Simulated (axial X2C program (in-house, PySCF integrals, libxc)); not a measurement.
# NaI⁺: cheaper levels and CCSD(T), 2c

Computed with an axial X2C code built on PySCF integrals. Two-component (2c) means X2C with spin–orbit coupling and atomic mean-field two-electron Coulomb and Gaunt terms. Basis: I dyall-cv3z [11s12p8d4f1g], Na dyall-cv3z [9s8p5d2f] (cores contracted in-house); Gaussian nuclei, density fitting, unrestricted open shells. Masses: I 126.904 u, Na 22.990 u.

State: Ω = 3/2 (⟨Sz⟩ = 0.50, ⟨Lz⟩ = 1.00 at HF); fragments I + Na+.

| level | Re (Å) | ωe (cm⁻¹) | De (eV) |
| --- | --- | --- | --- |
| PBE0 | 3.082 | 141.3 | 0.495 |
| HF | 3.166 | 127.8 | 0.278 |
| MP2 | 3.104 | 136.9 | 0.451 |
| CCSD | 3.120 | 135.1 | 0.449 |

Correlated methods: 15 electrons correlated (number of frozen shells: I 4 s, 3 p, 2 d; Na 1 s), 269 virtual spin orbitals or spinors in MP2, 90 natural virtuals in coupled cluster.

CCSD(T), same Hamiltonian and basis:

Re = 3.108 Å, ωe = 136.6 cm⁻¹, De = 0.43 eV; T1 = 0.004 (Lee–Taylor normalisation).

**Question.** Give the differences from CCSD(T) in the columns below.

**Answer.** 

```tsv
level	ΔRe (Å)	Δωe (cm⁻¹)	ΔDe (eV)
PBE0	-0.026	4.7	0.06
HF	0.058	-8.8	-0.15
MP2	-0.004	0.3	0.02
CCSD	0.012	-1.5	0.02
```

Occupations by symmetry block were frozen at the best pattern of an incomplete PBE0 search. De is counted from the lowest determinant-based energies of the atoms at the same level, without counterpoise correction. Density functionals use the spin component along the axis (collinear). Coupled cluster ran in a truncated set of natural virtual spinors; the MP2 energy of the rest was added. (T) has no such correction and the atoms are truncated less, which lowers De at CCSD(T) by a hundredth of an eV or more. Other states lie close and PBE0, whose exact exchange favours high spin, may order them wrongly; the determinant shown need not be the ground state. The nearest other 2c determinant of the search, Ω = 1/2, lies 0.33 eV up at the distance of the search. The functionals have no current-density term, which raises determinants with orbital currents, atoms included. The atomic limit has a lower orbital projection than the molecule and lies lower at mean-field level, so De may be about a tenth of an eV too small.
